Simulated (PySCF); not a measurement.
## A survey of ¹⁵N NMR shifts

Level of theory: structure optimised with GFN2-xTB, shieldings: GIAO PBE0/pcSseg-1, in PySCF 2.14.0 with density-fitted response routines (non-relativistic, one averaged value for each set of equivalent atoms, no solvent, one computed conformer).

Shieldings were converted by a linear fit to measured shifts: ¹⁵N: δ = -148.07 − 0.921σ (rms 6.3 ppm, 71 shifts vs CH3NO2, solution or neat liquid). Occasional misses reach two or three times the rms, and more in compound classes unlike the fitted ones.

**Question.** Give the ¹⁵N shifts of `N[SiH2]O[Si@@H]1CN[SiH2]1`, `N[SiH2]O[Si@@H]1CN[SiH2]1`, `Cc1ccc2sc(C)nc2c1`, `Cn1cc(C(F)(F)F)nn1`, `Cn1nncc1C(F)(F)F`.

**Answer.** 
| compound | environment | δ (ppm) |
| --- | --- | --- |
| [NH2:1][SiH2:2][O:3][Si@@H:4]1[CH2:5][NH:6][SiH2:7]1 | N1: nitrogen bonded to Si, 2 H | -374.5 |
| [NH2:1][SiH2:2][O:3][Si@@H:4]1[CH2:5][NH:6][SiH2:7]1 | N6: nitrogen bonded to C, Si, H, in a 4-membered ring | -382.7 |
| [NH2:1][SiH2:2][O:3][Si@@H:4]1[CH2:5][NH:6][SiH2:7]1 | N1: nitrogen bonded to Si, 2 H | -374.5 |
| [NH2:1][SiH2:2][O:3][Si@@H:4]1[CH2:5][NH:6][SiH2:7]1 | N6: nitrogen bonded to C, Si, H, in a 4-membered ring | -382.7 |
| Cc1ccc2sc(C)nc2c1 | pyridine-type nitrogen of an azole | -77.6 |
| [CH3:1][n:2]1[cH:3][c:4]([C:5]([F:6])([F:7])[F:8])[n:9][n:10]1 | N10: pyridine-type nitrogen of an azole | -24.0 |
| [CH3:1][n:2]1[cH:3][c:4]([C:5]([F:6])([F:7])[F:8])[n:9][n:10]1 | N9: pyridine-type nitrogen of an azole | -42.3 |
| [CH3:1][n:2]1[cH:3][c:4]([C:5]([F:6])([F:7])[F:8])[n:9][n:10]1 | N2: pyrrole-type ring nitrogen | -153.3 |
| [CH3:1][n:2]1[n:3][n:4][cH:5][c:6]1[C:7]([F:8])([F:9])[F:10] | N3: pyridine-type nitrogen of an azole | -15.3 |
| [CH3:1][n:2]1[n:3][n:4][cH:5][c:6]1[C:7]([F:8])([F:9])[F:10] | N4: pyridine-type nitrogen of an azole | -43.4 |
| [CH3:1][n:2]1[n:3][n:4][cH:5][c:6]1[C:7]([F:8])([F:9])[F:10] | N2: pyrrole-type ring nitrogen | -156.2 |

**Question.** Match the shifts -57.1, -77.2, -109.0 ppm to `N#C[C@@H](O[SiH3])C(=O)O`, `CCc1csc2cnccc12`, `C/C(=C\Cl)[SiH2]C#N`.

**Answer.** -57.1: C/C(=C\Cl)[SiH2]C#N (nitrile nitrogen); -77.2: CCc1csc2cnccc12 (pyridine-type ring nitrogen); -109.0: N#C[C@@H](O[SiH3])C(=O)O (nitrile nitrogen).
